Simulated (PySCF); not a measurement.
Al(SiH3)3 (AlH₉Si₃), SMILES [SiH3][Al]([SiH3])[SiH3]. Atoms are numbered in the order given.

```xyz
13

Al    -0.0029    -0.0022     0.0023
Si     2.3171    -0.4041    -0.7297
H      2.7171    -1.8462    -0.5276
H      3.2529     0.4316     0.1145
H      2.5750    -0.0503    -2.1729
Si    -0.7820    -0.8757     2.1724
H     -1.7851    -1.9812     1.9324
H     -1.4923     0.1934     2.9681
H      0.3161    -1.4427     3.0365
Si    -1.5340     1.2807    -1.4434
H     -2.9072     1.4908    -0.8570
H     -1.7050     0.5779    -2.7702
H     -0.9507     2.6420    -1.7433
```

Coordinates come from a PBE-D3(BJ)/def2-SVP optimisation. The structure was generated by enumeration; whether it is a known compound was not checked.

These are PySCF with M06-2X/def2-TZVP values and carry that method's errors.

Isolated molecule, no solvent.

| Item | Value |
|---|---|
| total energy | -1116.21193 hartree |
| highest occupied level | -8.20 eV |
| lowest empty level | -1.94 eV |
| orbital gap | 6.26 eV |
| dipole moment | 0.004 e·Å |
| quadrupole, principal values (traceless, Buckingham form, about the centre of nuclear charge) | -4.33, -4.23, 8.56 D·Å |
| mean static polarisability | 130.6 bohr³ (19.36 Å³) |
| polarisability, principal values | 97.5, 147.0, 147.4 bohr³ |
